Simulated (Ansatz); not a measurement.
Basis-set extrapolation for `O[SiH](O)C[SiH2]F` (PBE0-D4/def2-TZVP geometry, frozen core, the Gaussian-basis code of Ansatz). Multiplicity 1, RHF reference.

|  | def2-TZVPP | def2-QZVPP |
| --- | --- | --- |
| HF | -869.326535 | -869.359427 |
| MP2 correlation | -1.147925 | -1.242605 |
| CCSD(T) correlation | -1.228157 | not run |

Energies in hartree. Use E(X) = E(∞) + A·exp(−7.88·√X) for Hartree–Fock and E(X) = E(∞) + B·X^(−2.97) for correlation, with X = 3 and 4, and add CCSD(T) minus MP2 of the smaller set to the MP2 limit.

What is the CCSD(T) energy at the basis-set limit?

HF limit: -869.359427 + (-0.032892) × 0.13774 = -869.36396. MP2 limit: -1.242605 + (-0.094680) × 0.74074 = -1.31274. Higher-order term: -1.228157 − (-1.147925) = -0.08023. Total: -870.75693 hartree, 531.0 kJ/mol below CCSD(T)/def2-TZVPP.
